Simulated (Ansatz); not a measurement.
Born–Oppenheimer molecular dynamics of Cl3H3OSi2 (9 atoms, charge 0, multiplicity 1). It goes on from the last frame of an earlier run, with new velocities.

Theory: RKS PBE/6-31G (Ansatz 0.2.0).

```
ensemble        : NVT, Langevin thermostat
time step       : 0.5 fs
steps asked     : 100
set temperature : 1000 K
friction        : 0.02 /fs
seed            : 125800
```

First frame:

```xyz
9
Properties=species:S:1:pos:R:3
Si -0.104 -0.002 -0.206
O -0.856 -0.264 1.202
Si -1.498 -0.458 2.798
H -2.728 -1.226 2.705
H -0.445 -1.183 3.647
H -1.725 0.909 3.396
Cl 2.021 0.078 -0.304
Cl -0.615 1.983 -0.976
Cl -0.621 -1.877 -1.398
```

Problem. How far do the bonds stretch over the last three quarters of this one trajectory? (Pairs bonded in most of those frames.)

Solution. 
| bond | mean (Å) | spread (Å) | shortest | longest |
| --- | --- | --- | --- | --- |
| Si1–O2 | 1.671 | 0.046 | 1.61 | 1.74 |
| Si1–Cl7 | 2.153 | 0.026 | 2.12 | 2.19 |
| Si1–Cl8 | 2.200 | 0.105 | 2.02 | 2.30 |
| Si1–Cl9 | 2.130 | 0.051 | 2.07 | 2.26 |
| O2–Si3 | 1.734 | 0.027 | 1.68 | 1.76 |
| Si3–H4 | 1.501 | 0.038 | 1.44 | 1.57 |
| Si3–H5 | 1.516 | 0.073 | 1.39 | 1.67 |
| Si3–H6 | 1.525 | 0.063 | 1.38 | 1.63 |

Mean temperature of the second half: 881 K. The mean temperature of the second half is 12 % below the set value. A run of 0.05 ps of so small a system gives no equilibrium averages. Limits of this set-up: no polarisation functions.

Time of the run: 8.7 min on 1 thread of Arm Neoverse V1, on a shared host, peak memory 0.13 GiB.
